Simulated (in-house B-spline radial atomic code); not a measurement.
A run on an ion of nuclear charge 43 with 43.7 electrons that did not converge. Method: scalar-relativistic (X2C) HSE06, spin-polarised, spherical fractional occupations, Fermi nucleus of rms radius 4.41117 fm; computed with a B-spline radial code for spherical atoms.

Command:
```bash
python run_scf.py task.json out
```
Settings (nuclear radius in fm, mass in u):
```
Z                43
configuration    [Kr] 4d5.7 5s2
hamiltonian      x2c
method           hse06
spin_polarised   True
nucleus          fermi
rms_radius       4.41117
atomic_mass      96.90636
speed_of_light   137.035999084
```

First and last ten iterations of the last attempt (damped for 15 steps, keeping 80 % of the old Fock matrix, then DIIS):
```
 iter        energy (Eh)    residual
    1       -4278.142265    4.45e-01
    2       -4280.307265    3.11e-01
    3       -4282.528702    2.11e-01
    4       -4283.731719    1.39e-01
    5       -4284.364739    9.46e-02
    6       -4284.686679    6.59e-02
    7       -4284.844488    4.90e-02
    8       -4284.919313    3.52e-02
    9       -4284.954140    2.47e-02
   10       -4284.970496    1.71e-02
  111       -4284.980503    8.01e-03
  112       -4284.982201    7.02e-03
  113       -4284.937162    1.74e-02
  114       -4284.937440    1.73e-02
  115       -4284.937402    1.73e-02
  116       -4284.937282    1.73e-02
  117       -4284.937352    1.73e-02
  118       -4284.937453    1.73e-02
  119       -4284.936385    1.75e-02
  120       -4284.938448    1.71e-02
 not converged after 120 iterations
```

The smallest residual met was 4.6e-03; the threshold is about 4e-07. No energy from this run should be used. The likely cause: this method binds the added charge weakly or not at all at the basis-set limit, so charge moves back and forth between the atom and the box. Run time, properties included: 15 s on 1 thread of Intel(R) Xeon(R) Platinum 8259CL CPU @ 2.50GHz (shared host).
